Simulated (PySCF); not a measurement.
SMILES F[SiH](CC)C=C (C4H9FSi) at its GFN2-xTB optimised geometry (Å):

```
15

Si    -1.0403    -0.0350     0.0000
F     -1.5264    -0.6548    -1.4174
C     -1.7609    -1.1629     1.3196
C     -1.3987    -1.1859     2.5932
C      0.8602    -0.0350     0.0000
C      1.4572     0.7961    -1.1335
H     -1.6144     1.3073     0.0000
H     -2.5448    -1.8389     0.9988
H     -0.6279    -0.5371     2.9771
H     -1.8510    -1.8506     3.3133
H      1.2252    -1.0612    -0.0857
H      1.2330     0.3434     0.9529
H      1.1614     1.8389    -1.0438
H      2.5448     0.7474    -1.1176
H      1.1128     0.4281    -2.0969
```

Calculation: PBE0/def2-TZVP (PySCF). Cells within 0.4 Å of a nucleus heavier than hydrogen are left out (blank, or x).

Map of the electrostatic potential (hartree/e), clipped to [-0.08, 0.12] on the plane z = 1.2 Å:

```
|11111111111111111111111111111|
|11111111111111111111111111111|
|11111111111111111111111111111|
|11111111111111111111111111111|
|11111111111111111111111111111|
|11000011111111111111111111111|
|00000000111111111111111111111|
|00000000111111111111111111111|
|00000000111112222221111111111|
|00000000111222222222211111111|
|00000001122333323332221111111|
|00000001135665434774321111111|
|00000011259998559999421111111|
|00000012479999669999421111111|
|00000013699999759999321111111|
|10000127999999645764211111111|
|11111159999996433322111111111|
|111113899xx994221111111111111|
|111126999x9961111111111111111|
|11123999999930001111111111111|
|11123899998300000111111111111|
|11123589631000000111111111111|
|11112333210000000111111111111|
|11111222110000000111111111111|
|11111111110000000111111111111|
|11111111110000001111111111111|
|11111111111000011111111111111|
|11111111111111111111111111111|
|11111111111111111111111111111|
```
Scale: ten equal steps from -0.016 (start of '0') to 0.120 (end of '9'), in the order '0123456789'; x runs from -5.00 to 5.00, y from -5.00 (bottom) to 5.00 (top).
